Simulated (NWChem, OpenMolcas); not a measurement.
**How basis sets differ on SnH4S (SMILES [SH][SnH3])**

SnH4S: 6 atoms, total charge 0, spin state singlet. As SMILES, `[SH][SnH3]`. The coordinates come from a PBE0-D4/def2-TZVP relaxation.

```xyz
6

S     1.0343   -0.9053    1.2617
Sn   -0.3120    0.4562   -0.1944
H     1.1366   -1.9121    0.3785
H    -1.7506   -0.3751   -0.5795
H     0.5633    0.8067   -1.6157
H    -0.6294    1.8656    0.7031
```

Each level gives the HOMO–LUMO gap (eV). The values are calculated.

```tsv
level	kind	program	value (eV)	CPU time
HF/ANO-RCC-MB (DKH2)	Hartree–Fock	OpenMolcas	13.14	3.8 s
HF/STO-3G	Hartree–Fock	OpenMolcas	16.39	2.5 s
HF/3-21G	Hartree–Fock	OpenMolcas	12.54	2.9 s
HF/def2-SVP (core potential)	Hartree–Fock	NWChem	12.73	7.3 s
```

All-electron rows without a relativistic Hamiltonian named are non-relativistic, while core potentials hold scalar relativity, so basis and relativity change together. The values span 12.54 to 16.39 eV. A Hartree–Fock LUMO above zero doesn't converge with the basis: it sinks as sets grow more diffuse. Orbital gaps aren't excitation energies. CPU times are rough (shared hosts, several kinds of processor): they show what a rung costs within a factor of a few.
